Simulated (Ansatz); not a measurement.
```yaml
crystal:
  periodic: [false, false, false]
  atoms:
    - {symbol: Fe, position_ang: [-0.057637, -0.049478, 0.059194]}
    - {symbol: N, position_ang: [0.024592, -0.072415, 1.858242]}
    - {symbol: H, position_ang: [0.483989, 0.634392, 2.501892]}
    - {symbol: H, position_ang: [-0.329171, -0.885325, 2.426583]}
    - {symbol: N, position_ang: [-0.033890, 0.056242, -1.846773]}
    - {symbol: H, position_ang: [0.652343, -0.278843, -2.515881]}
    - {symbol: H, position_ang: [-0.763144, 0.589880, -2.404689]}
basis:
  gaussian: {orbitals: cc-pVDZ, nuclear_model: gaussian}
magnetization: {spin_polarized: true, initial_magnetization: 4}
hamiltonian: {xc: {name: r2SCAN50}}
scf: {omitted_lower_state_checks: [starts]}
output: {forces: true}
```

```sh
$ ansatz run in.yaml --threads 2 --pin off --events-out ev --progress --plain --max-ram 4352MiB
```

Shortened log:

```
Functional definition: r2SCAN50
911 factors; integrals over basis functions are off by at most 1.2e-3 eV
mean field evaluation 1: about -37421.1086 eV, gradient 4.2e1 eV
mean field evaluation 2: about -37416.4621 eV, gradient 6.5e1 eV
mean field evaluation 4: about -37428.8973 eV, gradient 7.2e0 eV
mean field evaluation 8: about -37429.2078 eV, gradient 3.2e-1 eV
mean field evaluation 16: about -37429.2096 eV, gradient 9.9e-3 eV
mean field evaluation 32: about -37429.2094 eV, gradient 3.8e-1 eV
mean field -37429.21084300 eV, -1375.4981280500 hartree, gradient 7.9e-10 eV, S^2 6.016075; 0 other end points of the search recorded, 0 dependent functions left out
reference -37429.21085935 eV, -1375.4981286508 hartree; 24, 20 occupied and 67, 71 virtual orbitals, 911 factors
Total energy: -37429.21085935 eV, -1375.4981286508 hartree
Atom 0 at    -0.057637    -0.049478     0.059194 Å, force     0.127221     0.169818    -2.281941 eV/Å
Atom 1 at     0.024592    -0.072415     1.858242 Å, force     0.284709    -0.113252     3.288765 eV/Å
Atom 2 at     0.483989     0.634392     2.501892 Å, force    -1.020358    -1.607124    -1.203666 eV/Å
Atom 3 at    -0.329171    -0.885325     2.426583 Å, force     0.716005     1.602454    -0.746181 eV/Å
Atom 4 at    -0.033890     0.056242    -1.846773 Å, force    -1.356466     0.954147    -0.496831 eV/Å
Atom 5 at     0.652343    -0.278843    -2.515881 Å, force    -0.244981     0.104256     0.322760 eV/Å
Atom 6 at    -0.763144     0.589880    -2.404689 Å, force     1.493870    -1.110300     1.117094 eV/Å
Dipole moment:    -0.014634    -0.015215     0.108050 e Å
Checks for a lower state left out: starts
```

Run time 47 s (2 threads of Intel Xeon Platinum 8375C on a shared host).
